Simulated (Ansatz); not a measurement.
Ansatz (a program for electronic structure) input:

Ansatz 0.2 input:
```yaml
crystal:
  periodic: [false, false, false]
  atoms:
    - {symbol: B, position_ang: [-0.14009964, 0.06508686, 0.81297236]}
    - {symbol: H, position_ang: [-1.13885956, 0.66908273, 1.13784560]}
    - {symbol: H, position_ang: [0.82312337, 0.25474863, 1.52316970]}
    - {symbol: C, position_ang: [-0.05161656, -0.72470245, -0.48755391]}
    - {symbol: C, position_ang: [0.32038716, 0.24155147, -1.33977619]}
    - {symbol: H, position_ang: [-0.20858388, -1.75955270, -0.80693663]}
    - {symbol: H, position_ang: [0.43137409, 1.24445779, -0.82106589]}
basis:
  gaussian:
    orbitals: def2-TZVP
hamiltonian:
  xc: b3lyp
  dispersion: d3bj
total_charge: -1
relax: {f_tol: 0.002, max_steps: 150}
```

Q: Predict the final energy.

A: -103.43046 Eh (B3LYP-D3(BJ)/def2-TZVP). The basis has 117 functions. The run takes around 30 core-seconds (rough).

It need not be the lowest isomer of its formula. Whether it binds its extra electron was not tested at this geometry.
